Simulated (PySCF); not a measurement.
SMILES c1(-c2ccc[se]2)sccc1OC (C₉H₈OSSe), singlet, GFN2-xTB optimised geometry. Atoms within 1.6 Å of the plane z = 0.0 Å (x, y, z in Å): C1 (1.01, -2.68, -0.01), O2 (0.44, -1.39, 0.00), C3 (1.30, -0.33, 0.00), C4 (2.71, -0.33, 0.00), C5 (3.22, 0.93, 0.00), S6 (2.00, 2.14, 0.00), C7 (0.75, 0.94, 0.00), C8 (-0.64, 1.23, 0.00), C9 (-1.25, 2.46, 0.00), C10 (-2.66, 2.43, 0.00), C11 (-3.20, 1.19, 0.00), Se12 (-1.91, -0.15, 0.01), H13 (0.17, -3.38, -0.01), H14 (1.62, -2.84, -0.90), H15 (1.62, -2.85, 0.89), H16 (3.32, -1.22, 0.00), H17 (4.25, 1.22, 0.00), H18 (-0.68, 3.38, -0.01), H19 (-3.25, 3.33, 0.00), H20 (-4.25, 0.96, 0.01).

Method: PySCF with PBE/def2-SVP. Cells within 0.4 Å of a nucleus heavier than hydrogen are left out (blank, or x).

Map of the Laplacian of the electron density (e/bohr⁵), clipped to [-1.50, 1.50] on the plane z = 0.0 Å:

```
|5555555555555555555555555555555|
|5555555555555555555555555555555|
|5555555555555555555555555555555|
|5555555555555555555555555555555|
|5555555555555555555555555555555|
|5555555555555555555555555555555|
|5555555555555555555555555555555|
|5555555435555245555555555555555|
|5555555414554145555445555555555|
|555555556x22x755554994555555555|
|555555553x33x255554xx7555555555|
|5555555514554145553993555555555|
|5555543xx5555xx33x3444642055555|
|55555026x4554563xx5555xx3455555|
|5555555544994455514554145555555|
|5555555559xx955552x44x255555555|
|5555555557xx955566x21xx55555555|
|5555555555675556634554135555555|
|5555555555555562x26555315555555|
|5555555555555556x46555555555555|
|5555555555555556535555555555555|
|55555555555555554xx555555555555|
|55555555555555541x6555555555555|
|5555555555555552255555555555555|
|5555555555555555555555555555555|
|5555555555555555555555555555555|
|5555555555555555555555555555555|
|5555555555555555555555555555555|
|5555555555555555555555555555555|
|5555555555555555555555555555555|
|5555555555555555555555555555555|
```
Scale: ten equal steps from -1.50 (start of '0') to 1.50 (end of '9'), in the order '0123456789'; x runs from -6.50 to 6.50, y from -6.50 (bottom) to 6.50 (top).
